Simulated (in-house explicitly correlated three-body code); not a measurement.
Computed with an exponentially correlated three-body code. Model: two electrons around a point charge, non-relativistic, variational in 260 exponentially correlated functions (energies converged to about 1e-7 hartree, or 1e-8 relative for large Z).

For two electrons in a singlet the Kohn-Sham orbital is the square root of half the density, so the exact Kohn-Sham potential and energy parts follow from the density alone, and exchange is minus half the Hartree energy. The Kohn-Sham level equals minus the binding energy of the second electron.

Command:
```bash
python run_hyl.py task.json out
```
Settings (lengths in bohr, energies in hartree):
```
Z                      1.205
interaction_strength   1
functions              260
states_tried           13
```

Cost of the run: 68 s on 1 thread of Arm Neoverse N1, with other jobs on the host.

**Converged states only, values per electron or pair.**

Given: nuclear charge 1.205.

| term | mean r (bohr) | mean r squared (bohr²) | mean inverse r (1/bohr) | mean r12 (bohr) | mean inverse r12 (1/bohr) | mean cosine | mean p1 dot p2 (bohr⁻²) | delta r1 (bohr⁻³) | delta r12 (bohr⁻³) |
| --- | --- | --- | --- | --- | --- | --- | --- | --- | --- |
| 1 1S | 1.8838 | 5.2153 | 0.89287 | 2.9855 | 0.44945 | -0.098014 | 0.058824 | 0.318 | 0.0091422 |
| 2 3S | 7.3614 | 111.77 | 0.65052 | 13.565 | 0.092629 | -0.011121 | 0.0007063 | 0.2797 | - |
| 2 1S | 9.5508 | 190.11 | 0.63914 | 17.918 | 0.070824 | -0.0067715 | 0.0010303 | 0.27938 | 0.00016541 |
| 2 3P | 12.492 | 340.97 | 0.62898 | 23.784 | 0.053097 | -0.0045329 | -0.00039882 | 0.27834 | - |
| 2 1P | 12.755 | 354.5 | 0.62824 | 24.307 | 0.051476 | -0.0037012 | 0.000288 | 0.27844 | 9.7059e-07 |
| 3 3S | ? | ? | ? | ? | ? | ? | ? | ? | - |
| 3 1S | 24.646 | 1318.2 | 0.61681 | 48.069 | 0.028063 | -0.0015698 | 0.00023152 | 0.27868 | 3.7445e-05 |
| 4 3P | 56.047 | 6974.6 | 0.60903 | 110.86 | 0.013078 | -0.00056888 | -6.0384e-05 | 0.27845 | - |

What belongs in the row 3 3S?

mean r (bohr): 20.954; mean r squared (bohr²): 950.63; mean inverse r (1/bohr): 0.61939; mean r12 (bohr): 40.691; mean inverse r12 (1/bohr): 0.033133; mean cosine: -0.0021677; mean p1 dot p2 (bohr⁻²): 0.00013574; delta r1 (bohr⁻³): 0.27871.

**Exact Kohn-Sham parts of the ground state from its density.**

Computed: total energy -0.851180263 hartree; Kohn-Sham kinetic 0.82034 hartree; exchange energy -0.52075 hartree; DFT correlation energy -0.040466 hartree; kinetic part of the DFT correlation energy 0.030836 hartree; exact minus restricted Hartree-Fock -0.039885 hartree; Kohn-Sham level -3.406 eV; restricted Hartree-Fock level -3.8805 eV.

What is the Hartree energy?

1.0415 hartree.

What is the potential part of the DFT correlation energy?

-0.071301 hartree.

**Functionals on the exact density and self-consistent, errors are functional minus exact, hybrids only self-consistent, a dash where a self-consistent run leaves the top level unbound.**

| result | exchange error (millihartree) | correlation error (millihartree) | functional driven error (millihartree) | self consistent total error (millihartree) | top level plus exact binding (eV) |
| --- | --- | --- | --- | --- | --- |
| r2SCAN0 | - | - | - | 1.7677 | 2.3891 |
| r2SCAN | -7.5968 | 7.5058 | -0.091079 | - | - |
| wB97X | - | - | - | -3.2331 | 0.022273 |
| OLYP | -7.4876 | 5.4021 | -2.0855 | - | - |
| BP86 | -8.1168 | -0.99824 | -9.115 | - | - |
| PW91 | -4.2012 | 3.277 | -0.92425 | - | - |
| HSE06 | - | - | - | 2.8026 | 2.9509 |
| PBEsol | 22.357 | -3.156 | 19.201 | - | - |
| M06-L | -8.2287 | 7.5373 | -0.69134 | - | - |
| AM05 | 50.04 | -32.233 | 17.806 | - | - |
| BLYP | ? | ? | ? | - | - |
| revTPSS | -6.7144 | 0.27693 | -6.4375 | - | - |
| RPBE | -12.098 | 5.3233 | -6.7746 | - | - |
| PBE0 | - | - | - | ? | ? |
| SCAN | -7.5968 | 7.5058 | -0.091079 | - | - |
| LDA VWN5 | 67.418 | -43.435 | 23.983 | - | - |
| TPSS | -7.5798 | 3.8755 | -3.7044 | - | - |
| LDA PW92 | 67.418 | -43.362 | 24.055 | - | - |
| PBE | -2.6023 | 5.3233 | 2.721 | - | - |
| B3LYP VWN-RPA | - | - | - | -11.015 | 2.6588 |

What belongs in the row BLYP?

exchange error (millihartree): -8.1168; correlation error (millihartree): 5.4021; functional driven error (millihartree): -2.7147.

What belongs in the row PBE0?

self consistent total error (millihartree): 3.28; top level plus exact binding (eV): 2.5508.

**Density and exact potentials over r, pair density (one pair, times 4 pi r12^2) and exact minus Kohn-Sham pair density over r12.**

```json
{"radius (bohr)": "0.183", "radial density (electrons/bohr)": "0.17311", "exchange potential (hartree)": "-0.87486", "intracule density (1/bohr)": "0.0044536", "Coulomb hole against Kohn-Sham (1/bohr)": "-0.007292", "correlation potential (hartree)": "-0.059"}
{"radius (bohr)": "0.217", "radial density (electrons/bohr)": "0.22476", "exchange potential (hartree)": "-0.86851", "intracule density (1/bohr)": "0.0063868", "Coulomb hole against Kohn-Sham (1/bohr)": "-0.009967", "correlation potential (hartree)": "-0.055"}
{"radius (bohr)": "0.257", "radial density (electrons/bohr)": "0.28719", "exchange potential (hartree)": "-0.86019", "intracule density (1/bohr)": "0.0091432", "Coulomb hole against Kohn-Sham (1/bohr)": "-0.01349", "correlation potential (hartree)": "-0.05"}
{"radius (bohr)": "0.305", "radial density (electrons/bohr)": "0.36195", "exchange potential (hartree)": "-0.84921", "intracule density (1/bohr)": "0.013149", "Coulomb hole against Kohn-Sham (1/bohr)": "-0.01814", "correlation potential (hartree)": "-0.044"}
{"radius (bohr)": "0.361", "radial density (electrons/bohr)": "0.44591", "exchange potential (hartree)": "-0.83531", "intracule density (1/bohr)": "0.018783", "Coulomb hole against Kohn-Sham (1/bohr)": "-0.02397", "correlation potential (hartree)": "-0.037"}
{"radius (bohr)": "0.429", "radial density (electrons/bohr)": "0.53961", "exchange potential (hartree)": "-0.81723", "intracule density (1/bohr)": "0.026987", "Coulomb hole against Kohn-Sham (1/bohr)": "-0.03132", "correlation potential (hartree)": "-0.027"}
{"radius (bohr)": "0.508", "radial density (electrons/bohr)": "0.63386", "exchange potential (hartree)": "-0.79514", "intracule density (1/bohr)": "0.038296", "Coulomb hole against Kohn-Sham (1/bohr)": "-0.03979", "correlation potential (hartree)": "-0.017"}
{"radius (bohr)": "0.603", "radial density (electrons/bohr)": "0.72426", "exchange potential (hartree)": "-0.76772", "intracule density (1/bohr)": "0.054174", "Coulomb hole against Kohn-Sham (1/bohr)": "-0.04923", "correlation potential (hartree)": "-0.005"}
{"radius (bohr)": "0.715", "radial density (electrons/bohr)": "0.79927", "exchange potential (hartree)": "-0.73506", "intracule density (1/bohr)": "0.075546", "Coulomb hole against Kohn-Sham (1/bohr)": "-0.05846", "correlation potential (hartree)": "0.007"}
{"radius (bohr)": "0.848", "radial density (electrons/bohr)": "0.84912", "exchange potential (hartree)": "-0.69681", "intracule density (1/bohr)": "0.10359", "Coulomb hole against Kohn-Sham (1/bohr)": "-0.06586", "correlation potential (hartree)": "0.019"}
{"radius (bohr)": "1.01", "radial density (electrons/bohr)": "0.86443", "exchange potential (hartree)": "-0.65209", "intracule density (1/bohr)": "0.13968", "Coulomb hole against Kohn-Sham (1/bohr)": "-0.06905", "correlation potential (hartree)": "0.03"}
{"radius (bohr)": "1.19", "radial density (electrons/bohr)": "?", "exchange potential (hartree)": "?", "intracule density (1/bohr)": "?", "Coulomb hole against Kohn-Sham (1/bohr)": "?", "correlation potential (hartree)": "?"}
{"radius (bohr)": "1.41", "radial density (electrons/bohr)": "0.77763", "exchange potential (hartree)": "-0.55412", "intracule density (1/bohr)": "0.2234", "Coulomb hole against Kohn-Sham (1/bohr)": "-0.05314", "correlation potential (hartree)": "0.042"}
{"radius (bohr)": "1.68", "radial density (electrons/bohr)": "0.67808", "exchange potential (hartree)": "-0.4986", "intracule density (1/bohr)": "0.26555", "Coulomb hole against Kohn-Sham (1/bohr)": "-0.03134", "correlation potential (hartree)": "0.041"}
{"radius (bohr)": "1.99", "radial density (electrons/bohr)": "0.56026", "exchange potential (hartree)": "-0.44438", "intracule density (1/bohr)": "0.29415", "Coulomb hole against Kohn-Sham (1/bohr)": "-0.004976", "correlation potential (hartree)": "0.036"}
{"radius (bohr)": "2.36", "radial density (electrons/bohr)": "0.43412", "exchange potential (hartree)": "-0.39087", "intracule density (1/bohr)": "0.30125", "Coulomb hole against Kohn-Sham (1/bohr)": "0.0201", "correlation potential (hartree)": "0.027"}
{"radius (bohr)": "2.8", "radial density (electrons/bohr)": "0.3134", "exchange potential (hartree)": "-0.33985", "intracule density (1/bohr)": "0.28013", "Coulomb hole against Kohn-Sham (1/bohr)": "0.03613", "correlation potential (hartree)": "0.018"}
{"radius (bohr)": "3.32", "radial density (electrons/bohr)": "0.20918", "exchange potential (hartree)": "-0.2928", "intracule density (1/bohr)": "0.23223", "Coulomb hole against Kohn-Sham (1/bohr)": "0.03861", "correlation potential (hartree)": "0.011"}
{"radius (bohr)": "3.94", "radial density (electrons/bohr)": "0.12684", "exchange potential (hartree)": "-0.25011", "intracule density (1/bohr)": "0.16776", "Coulomb hole against Kohn-Sham (1/bohr)": "0.02942", "correlation potential (hartree)": "0.005"}
{"radius (bohr)": "4.67", "radial density (electrons/bohr)": "0.069092", "exchange potential (hartree)": "-0.21268", "intracule density (1/bohr)": "0.10375", "Coulomb hole against Kohn-Sham (1/bohr)": "0.01574", "correlation potential (hartree)": "0.002"}
{"radius (bohr)": "5.54", "radial density (electrons/bohr)": "0.032838", "exchange potential (hartree)": "-0.18001", "intracule density (1/bohr)": "0.053387", "Coulomb hole against Kohn-Sham (1/bohr)": "0.004777", "correlation potential (hartree)": "0"}
{"radius (bohr)": "6.57", "radial density (electrons/bohr)": "?", "exchange potential (hartree)": "?", "intracule density (1/bohr)": "?", "Coulomb hole against Kohn-Sham (1/bohr)": "?", "correlation potential (hartree)": "?"}
{"radius (bohr)": "7.79", "radial density (electrons/bohr)": "0.0044784", "exchange potential (hartree)": "-0.12833", "intracule density (1/bohr)": "0.0075213", "Coulomb hole against Kohn-Sham (1/bohr)": "-0.001333", "correlation potential (hartree)": "0"}
```

What belongs in the row 1.19?

radial density (electrons/bohr): 0.84072; exchange potential (hartree): -0.60566; intracule density (1/bohr): 0.17941; Coulomb hole against Kohn-Sham (1/bohr): -0.06547; correlation potential (hartree): 0.038.

What belongs in the row 6.57?

radial density (electrons/bohr): 0.013326; exchange potential (hartree): -0.15206; intracule density (1/bohr): 0.022423; Coulomb hole against Kohn-Sham (1/bohr): -0.0004071; correlation potential (hartree): 0.

The correlation energy of density-functional theory lies 0.58 millihartree below exact minus Hartree-Fock, because the Hartree-Fock density, unlike the exact one, minimises the Hartree-Fock energy.
